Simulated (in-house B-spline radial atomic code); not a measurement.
Radial electron density of Ba2+, [Kr] 4d10 5s2 5p6. Computed with a B-spline radial code for spherical atoms: Dirac-Kohn-Sham B3LYP, spherical fractional occupations, Fermi nucleus of rms radius 4.8378 fm.

Columns: r (bohr), 4πr²n(r) (electrons per bohr), bar.

```
 0.00102    2.521 #
 0.00125    3.561 ##
 0.00155      5.1 ##
 0.00191    7.173 ###
 0.00235    9.969 #####
  0.0029    13.76 ######
 0.00358    18.73 #########
 0.00441    24.97 ############
 0.00544    32.64 ###############
  0.0067    41.49 ###################
 0.00827    51.17 ########################
  0.0102    60.65 ############################
  0.0126    68.65 ################################
  0.0155    73.52 ##################################
  0.0191     74.4 ##################################
  0.0236    71.45 #################################
   0.029    67.09 ###############################
  0.0358    65.16 ##############################
  0.0442    69.61 ################################
  0.0544    80.35 #####################################
  0.0671    91.88 ##########################################
  0.0828     95.2 ############################################
   0.102    86.51 ########################################
   0.126    73.37 ##################################
   0.155    69.63 ################################
   0.191    77.44 ####################################
   0.236    81.19 ######################################
   0.291    66.01 ###############################
   0.359    41.11 ###################
   0.442    28.43 #############
   0.545    30.99 ##############
   0.672    32.46 ###############
   0.829    24.21 ###########
    1.02    14.04 ######
    1.26    8.749 ####
    1.55    7.041 ###
    1.92    5.173 ##
    2.36    2.828 #
    2.91    1.049 
    3.59   0.2533 
    4.43  0.03667 
    5.46 0.002868 
    6.73 0.0001068
```

On this grid the curve has 4 maxima, near 0.0191, 0.0828, 0.236, 0.672 bohr.

The 5s1/2 radial function P(r) = rR(r), positive near the nucleus, with its small component Q(r) (sign convention: Q ≈ (P' + κP/r)/2c):

| r (bohr) | P | Q |
| --- | --- | --- |
| 0.000357 | 0.01238 | -0.002585 |
| 0.000543 | 0.01797 | -0.003824 |
| 0.000825 | 0.02589 | -0.005578 |
| 0.00125 | 0.03688 | -0.008032 |
| 0.00191 | 0.05215 | -0.01151 |
| 0.0029 | 0.07179 | -0.01616 |
| 0.00441 | 0.09557 | -0.02219 |
| 0.0067 | 0.1202 | -0.02937 |
| 0.0102 | 0.1374 | -0.03678 |
| 0.0155 | 0.1303 | -0.04202 |
| 0.0236 | 0.07537 | -0.04102 |
| 0.0358 | -0.04029 | -0.0293 |
| 0.0544 | -0.1799 | -0.006264 |
| 0.0828 | -0.2117 | 0.01769 |
| 0.126 | 0.005191 | 0.02235 |
| 0.191 | 0.3038 | 0.001914 |
| 0.291 | 0.1646 | -0.01581 |
| 0.442 | -0.3893 | -0.005323 |
| 0.672 | -0.3215 | 0.009747 |
| 1.02 | 0.5374 | 0.005185 |
| 1.55 | 0.9194 | -0.002855 |
| 2.36 | 0.4935 | -0.002757 |
| 3.59 | 0.09872 | -0.0006191 |
| 5.46 | 0.005494 | -3.619e-05 |
